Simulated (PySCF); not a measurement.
Solvent effects on NMR parameters

Numbering as in the mapped SMILES `[SiH3:1][CH2:2][CH2:3][SiH2:4][Cl:5]`; H(Xn) means a hydrogen on atom n.

GIAO PBE0/pcSseg-1 in PySCF 2.14.0 with density-fitted response routines on one PBE0-D3(BJ)/def2-SVP conformer, non-relativistic, equivalent nuclei averaged. Solvents enter as an IEF-PCM continuum (benzene with ε = 2.3, methanol with ε = 32.6) around the gas-phase geometry. Shifts are referred to TMS computed in the same medium.

In benzene, δ in ppm: Si4 -3.7, Si1 -66.4, C3 13.0, C2 1.3, H(Si4) 5.13, H(Si1) 3.86, H(C3) 1.11, H(C2) 1.10. Dipole moment 2.31 D.

Question: How does each δ change in the more polar medium?

Answer: 
```tsv
atoms	environment	Δδ, methanol
Si4	silicon bonded to C, Cl, 2 H	+1.0
Si1	silicon bonded to C, 3 H	+0.1
C3	sp3 CH2 bonded to Si	+0.3
C2	sp3 CH2 bonded to Si	+0.5
H(Si4)	hydrogen on a silicon bonded to C, Cl	0.00
H(Si1)	hydrogen on a silicon bonded to C	-0.05
H(C3)	hydrogen on an sp3 CH2 bonded to Si	+0.13
H(C2)	hydrogen on an sp3 CH2 bonded to Si	+0.03
```

Changes are relative to benzene. The dipole moment becomes 2.69 D in methanol.

Question: Which nuclei move most (in ppm), and what does the model miss?

Answer: Si4 (silicon bonded to C, Cl, 2 H, +1.0 ppm) in methanol. A continuum only polarises the solute; specific hydrogen bonds, the anisotropy of aromatic solvents and changes of geometry or conformer are outside it.
